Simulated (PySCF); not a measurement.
# Assignment exercise: C₅H₈FN

Bonds: C1-C2 1.532 Å, C2-C3 1.491 Å, C3-F4 1.353 Å, C3-C5 1.334 Å, C5-C6 1.451 Å, C6-N7 1.261 Å. C1 carries H8, H9, H10; C2 carries H11, H12; C5 carries H13; C6 carries H14; N7 carries H15.

Theoretical values (PySCF): GIAO PBE0/pcSseg-1 shieldings, couplings computed with B3LYP/pcJ-1 (spin–dipole term only in couplings to heteroatoms), geometry from GFN2-xTB. In vacuum, one conformer, rapidly exchanging positions averaged, non-relativistic Hamiltonian.

References, each an isolated molecule treated in the same way: 13C (σref 186.93), 1H (σref 31.72) vs TMS.

(1) Assign these signals to the numbered atoms. 13C{1H} NMR (computed): δ 185.2 (C, d, J = 344.4 Hz), 166.1 (CH, d, J = 7.6 Hz), 115.4 (CH, d, J = 19.3 Hz), 27.9 (CH2, d, J = 24.4 Hz), 16.4 (CH3, d, J = 4.9 Hz).

(2) Assign these signals to the numbered atoms. 1H NMR (400 MHz, computed): δ 10.70 (br s, 1H), 8.18 (d, J = 9.7 Hz, 1H), 5.51 (dd, J = 18.5, 9.7 Hz, 1H), 2.59 (dq, J = 25.8, 8.1 Hz, 2H), 1.32 (t, J = 8.1 Hz, 3H).

## Answers

(1) 
```tsv
δ (ppm)	atoms	environment	reason
185.2	C3	carbon bonded to 2 C, F	–
166.1	C6	carbon bonded to C, N, H	–
115.4	C5	carbon bonded to 2 C, H	–
27.9	C2	carbon bonded to 2 C, 2 H	–
16.4	C1	carbon bonded to C, 3 H	–
```

(2) 
| δ (ppm) | atoms | environment | reason |
| --- | --- | --- | --- |
| 10.70 | H15 | hydrogen on a nitrogen bonded to C | – |
| 8.18 | H14 | hydrogen on a carbon bonded to C, N | – |
| 5.51 | H13 | hydrogen on a carbon bonded to 2 C | – |
| 2.59 | H11/H12 | hydrogen on a carbon bonded to 2 C | – |
| 1.32 | H8/H9/H10 | hydrogen on a carbon bonded to C | – |

OH/NH shifts are gas-phase values; hydrogen bonding in solution moves them, usually downfield. Common functionals overestimate the size of one-bond C–F couplings by tens of Hz; these are unscaled. Splittings below 1 Hz are ignored in the labels, and close J values are merged. Unscaled 3J(H,H) at this level run about 10 % above measured values. Shifts are as computed. Against solution values, carbons near 30 ppm lie about +3 ppm off and those near 130 ppm about +5 ppm. Of 1211 compounds with measured shifts, 218 miss one by over three times the rms of a fit or turn the order of signals round; such compounds aren't used in these exercises. Couplings to exchangeable protons are dropped.
